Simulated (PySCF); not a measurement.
Structure problem from calculated spectra and properties.

Formula: C7H18Si.

- 13C NMR: chemical shifts (computed TMS as zero) by class: 37.6 (1 C), 31.5 (1 C), 31.0 (1 C), 22.7 (1 C), 15.6 (1 C), 11.4 (1 C), 6.2 (1 C) ppm [GIAO HF/pcSseg-1]
- Dipole: 0.89 D [B3LYP/def2-SVPD]
- Rotational structure: rotational constants A, B, C: 3.394, 0.638, 0.608 GHz [PBE0-D3(BJ)/def2-SVP]
- XPS: Si2p3/2 106.4, C1s 290.0, C1s 290.2, C1s 290.3, C1s 290.3, C1s 290.3, C1s 290.3, C1s 290.3, Si1s 1846.2 eV [ΔSCF SCAN, pcX-2 on the ionised atom, pcseg-1 elsewhere, spin-free X2C, 2p3/2 from a spin–orbit splitting computed afterwards within the 2p shell]
- Polarisability: 116.4 au [B3LYP/def2-SVPD]
- UV, strongest line: among the 10 lowest singlet transitions: S10 at 8.41 eV (147 nm, f = 0.098) [TDDFT B3LYP/def2-SVPD]

Gas-phase values; electronic properties from PySCF, density fitting. Levels stand in brackets. The structure is a single PBE0-D3(BJ)/def2-SVP conformer in the gas phase; no vibrational or solvent corrections. Each NMR value is the plain mean over a class of atoms that symmetry, rotation or inversion makes alike.

Problem. Give a SMILES that accounts for the data.

Solution. Numbering: `[CH3:1][CH:2]([CH3:3])[C@H:4]([CH3:5])[CH2:6][CH2:7][SiH3:8]`. Its formula, C7H18Si, gives 0 degrees of unsaturation, so no ring and no π bond. 7 carbons fall into 7 classes; from least to most shielded: sp3 CH carbon [C4] (37.6 ppm), chain CH2 carbon [C6] (31.5 ppm), sp3 CH carbon [C2] (31.0 ppm), methyl carbon [C1] (22.7 ppm), methyl carbon [C3] (15.6 ppm), methyl carbon [C5] (11.4 ppm), sp3 carbon bound to silicon [C7] (6.2 ppm). The core levels belong to: Si2p3/2 106.4 eV, SiH3 silicon [Si8]; C1s 290.0 eV, sp3 carbon bound to silicon [C7]; C1s 290.2 eV, sp3 CH carbon [C4]; C1s 290.3 eV, methyl carbon [C5]; C1s 290.3 eV, methyl carbon [C3]; C1s 290.3 eV, sp3 CH carbon [C2]; C1s 290.3 eV, methyl carbon [C1]; C1s 290.3 eV, chain CH2 carbon [C6]; Si1s 1846.2 eV, SiH3 silicon [Si8]. The optimised geometry has point group C1 and is an asymmetric top. Structure: `CC(C)[C@H](C)CC[SiH3]`. The assignments are read from this structure; whether some other isomer fits the data as well wasn't checked. The mirror image fits equally.

The values belong to the conformer `[CH3:1][CH:2]([CH3:3])[C@H:4]([CH3:5])[CH2:6][CH2:7][SiH3:8]`: C1–C2–C4–C5 -67°, C2–C4–C6–C7 -166°, C4–C6–C7–Si8 177°.
